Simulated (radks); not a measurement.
Effect of the nuclear size on the xenon ion Xe+, [Kr] 4d10 5s2 5p5. All-electron calculation, Dirac Kohn-Sham, relativistic LDA (MacDonald-Vosko exchange, VWN5 correlation), spin-unpolarised, spherical densities, finite nucleus; open shells fill j = l - 1/2 first; Fermi nuclear charge, rms radius 4.7859 fm. Program: a radial shooting solver on a logarithmic mesh with Libxc functionals. The rms radius is varied about that value; shifts are against it.

rms radius (fm)  total energy shift (eV)  density at nucleus (e/bohr^3)  1s1/2 shift (meV)  2s1/2 shift (meV)  4p1/2 shift (meV)  5s1/2 shift (meV)  5p1/2 shift (meV)  5p3/2 shift (meV)  6s1/2 (empty) shift (meV)
4.0106                             -1.97                       2.77e+05               -819              -96.9              0.305             -0.573              0.063              0.071                     -0.085
4.4987                            -0.764                      2.714e+05               -317              -37.5              0.118             -0.222              0.025              0.027                     -0.033
4.7859                                 0                      2.684e+05              0.000              0.000              0.000              0.000              0.000              0.000                      0.000
4.9726                             0.517                      2.665e+05                215               25.4             -0.080              0.150             -0.017             -0.019                      0.022
5.9106                              3.36                      2.584e+05               1400                165             -0.519              0.977             -0.108             -0.121                      0.144

Slopes of the eigenvalues against <r^2> in GHz/fm^2, as finite differences over the two radii next to the reference (eigenvalue slopes, not the field-shift constants of lines): 1s1/2 28700, 2s1/2 3390, 4p1/2 -10.7, 5s1/2 20.1, 5p1/2 -2.22, 5p3/2 -2.48, 6s1/2 (empty) 2.96.
